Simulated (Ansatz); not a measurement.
System: InH, net charge 1, doublet state. 
Geometry from a B3LYP-D3(BJ)/def2-TZVP (Ansatz, a program for electronic structure) optimisation:
```xyz
2

In     0.0000     0.0000    -0.0378
H      0.0000     0.0000     1.8523
```
Charge +1, spin multiplicity 2.

Basis-set convergence of Hartree-Fock and MP2 correlation energies (hartree) with Ansatz. Correlated levels leave the core frozen unless marked. Open shells are spin-unrestricted. No spin-orbit coupling. Frozen are the shells of the preceding noble gas and the d and f shells that filled before the atom's block. Past Kr the def2 sets carry scalar-relativistic core potentials.

```tsv
basis	functions	E(HF)	E(corr, MP2)
def2-SVPD	40	-189.51566	-0.02440
def2-TZVPPD	73	-189.52060	-0.02830
def2-QZVPPD	121	-189.52141	-0.02989
```

Extrapolating the two largest sets (X = 3 and 4) as X^-3: E(corr) = (64·(-0.02989) - 27·(-0.02830))/37 = -0.0311 Eh, an estimate of the basis-set limit. The largest set recovers 96.3 % of it, the smallest 78.6 %.
